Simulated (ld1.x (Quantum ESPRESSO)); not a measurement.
## Ranking TM potentials for Tl (Z = 81)

All share these settings but for the change named:

```json
{"Element": "thallium", "Generator": "ld1.x (Quantum ESPRESSO) 7.5", "Type": "norm-conserving Troullier–Martins (Kleinman–Bylander form)", "Functional": "PBE", "Relativity": "scalar-relativistic", "Frozen core": "[Xe] 4f14", "Valence charge": "13", "Reference configuration": "5d10 6s1.5 6p0 (charge +1.5)", "Partial waves": "6p (bound, empty): rc 2.85 bohr; 5d (bound): rc 1.95 bohr; 6s (bound): rc 2.10 bohr", "Local potential": "the s channel", "Core correction": "none"}
```

Test errors are all-electron minus pseudo excitation energies from the reference, over 5d10 6s2 6p1; 5d10 6s2 6p0; 5d10 6s1 6p0; 5d9 6s2 6p1; 5d9 6s0 6p0; 5d10 6s2 6p0.5; 5d10 6s1 6p1. None of these files shows a bound ghost.

The base gives 145.2 meV.

Of 6 variants that were run, those that failed, showed a ghost or another fault, or gave nearly equal values are left out.

Task: Rank these variants by their largest absolute test error, smallest first.
A. all radii scaled by about 1.06 (s 2.22, p 3.00, d 2.06 bohr)
B. all radii scaled by about 1.35 (s 2.84, p 3.86, d 2.64 bohr)
C. all radii scaled by about 1.25 (s 2.62, p 3.56, d 2.44 bohr)
D. all radii scaled by about 0.79 (s 1.66, p 2.26, d 1.54 bohr)

Result: D (104.3 meV), A (127.7 meV), C (165.3 meV), B (316.6 meV).
